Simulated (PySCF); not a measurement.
Te(F)(iPr) (C₃H₇FTe), SMILES CC(C)[Te]F.

Coordinates come from a PBE0-D3(BJ)/def2-SVP optimisation. The structure was generated by enumeration, and PubChem lists no compound with its InChIKey, so it may never have been made. The def2 effective core potentials stand for the cores of Te; spin–orbit coupling is left out. One conformer was computed; it need not be the lowest.

Computed with M06-2X/def2-TZVP run with PySCF.

Isolated molecule, no solvent.

- total energy = -486.30716 hartree
- highest occupied level = -7.31 eV
- lowest empty level = -1.11 eV
- orbital gap = 6.21 eV
- dipole moment = 3.15 D
- quadrupole, principal values (traceless, Buckingham form, about the centre of nuclear charge) = -3.95, -1.71, 5.66 D·Å
- mean static polarisability = 72.7 bohr³ (10.77 Å³)
- polarisability, principal values = 57.8, 70.0, 90.2 bohr³
